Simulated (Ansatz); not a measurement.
The same path of CH4BBrO (8 atoms, charge 0, multiplicity 1) was run twice with different band settings. The coordinate that changes most is the dihedral H6–B2–C3–H8.

The calculation used RKS PBE-D4/def2-SVP in Ansatz.

Relaxed end points:

```xyz
8
Properties=species:S:1:pos:R:3
O -0.325 1.400 -0.785
B -0.207 0.522 0.248
C 0.635 -0.790 0.003
Br -0.820 -2.122 -0.190
H -0.908 2.149 -0.569
H -0.751 0.735 1.321
H 1.251 -1.134 0.854
H 1.217 -0.817 -0.937
```

```xyz
8
Properties=species:S:1:pos:R:3
O -1.342 0.821 -0.348
B -0.145 0.584 0.237
C 0.652 -0.743 -0.042
Br -0.185 -2.004 -1.289
H -1.724 1.678 -0.085
H 0.351 1.401 1.006
H 0.826 -1.289 0.908
H 1.660 -0.506 -0.443
```

Common settings: movable images 5; climbing image yes; spring 5.0 eV/Å²; optimiser quadratic models (default); start path IDPP; iteration limit 60; end points relaxed.

| run | force threshold |
| --- | --- |
| 1 | 0.05 eV/Å |
| 2 | 0.2 eV/Å |

What does each run give, and how far can it be trusted?

Run 1: converged after 5 iterations, highest image 0.092 eV above the first end. A vibrational analysis at the climbing image gives one clearly imaginary mode, 136i cm⁻¹: a first-order saddle point.
Run 2: converged after 4 iterations, highest image 0.093 eV above the first end. The threshold of 0.2 eV/Å is loose, so the images may lie well off the minimum-energy path. Another band between the same ends (5 images) ends at a top of the same energy, where a vibrational analysis finds 1 clearly imaginary mode.
